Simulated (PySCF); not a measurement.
C3H7NOSi, SMILES C1=CO[SiH2]NC1.

The structure is a stationary point at PBE-D3(BJ)/def2-SVP. This is a generated structure with no PubChem entry under its InChIKey; it may be hypothetical. One conformer was computed; it need not be the lowest.

The numbers are results of PBE-D3(BJ)/def2-SVP run with PySCF, not measurements.

Frequencies are harmonic and unscaled.

Estimate the vibrational spectrum. (The exact figures need the calculation; the answer reports its results.)


| mode | ν (cm⁻¹) | IR (km/mol) | moving atoms (share of kinetic energy) |
|---|---|---|---|
| 1 | 98 | 0.3 | O 35 %, H 31 %, C 24 %, Si 9 % |
| 2 | 143 | 5.0 | N 41 %, H 34 %, C 16 %, Si 8 % |
| 3 | 271 | 90.5 | H 87 % |
| 4 | 379 | 6.5 | Si 27 %, O 27 %, C 23 %, N 12 %, H 10 % |
| 5 | 420 | 3.3 | C 52 %, H 37 %, O 10 % |
| 6 | 449 | 8.9 | C 41 %, N 29 %, H 14 %, O 10 % |
| 7 | 639 | 2.9 | H 84 % |
| 8 | 653 | 68.6 | H 70 %, Si 19 % |
| 9 | 709 | 44.8 | H 57 %, C 17 %, O 14 %, Si 11 % |
| 10 | 740 | 14.1 | O 29 %, H 29 %, Si 18 %, C 15 %, N 8 % |
| 11 | 766 | 2.8 | H 44 %, N 23 %, Si 13 %, C 12 %, O 8 % |
| 12 | 850 | 70.7 | C 47 %, H 30 %, O 11 % |
| 13 | 871 | 141.0 | H 40 %, C 24 %, Si 15 %, N 13 % |
| 14 | 892 | 11.7 | C 50 %, H 37 %, N 8 % |
| 15 | 911 | 1.4 | H 75 %, C 25 % |
| 16 | 955 | 131.8 | H 91 % |
| 17 | 974 | 22.5 | H 60 %, C 37 % |
| 18 | 1048 | 22.6 | H 43 %, C 24 %, O 22 %, N 11 % |
| 19 | 1135 | 40.0 | H 71 %, C 16 %, N 10 % |
| 20 | 1190 | 5.3 | H 92 % |
| 21 | 1255 | 233.5 | H 49 %, C 23 %, O 21 % |
| 22 | 1271 | 33.8 | H 54 %, C 28 %, N 17 % |
| 23 | 1346 | 23.3 | H 75 %, C 17 % |
| 24 | 1389 | 8.4 | H 57 %, C 36 % |
| 25 | 1433 | 9.6 | H 91 % |
| 26 | 1674 | 99.5 | C 92 % |
| 27 | 2139 | 165.8 | H 97 % |
| 28 | 2196 | 133.2 | H 97 % |
| 29 | 2855 | 92.3 | H 93 % |
| 30 | 2919 | 41.8 | H 92 % |
| 31 | 3096 | 15.8 | H 92 %, C 8 % |
| 32 | 3131 | 9.3 | H 91 %, C 9 % |
| 33 | 3551 | 21.9 | H 93 % |
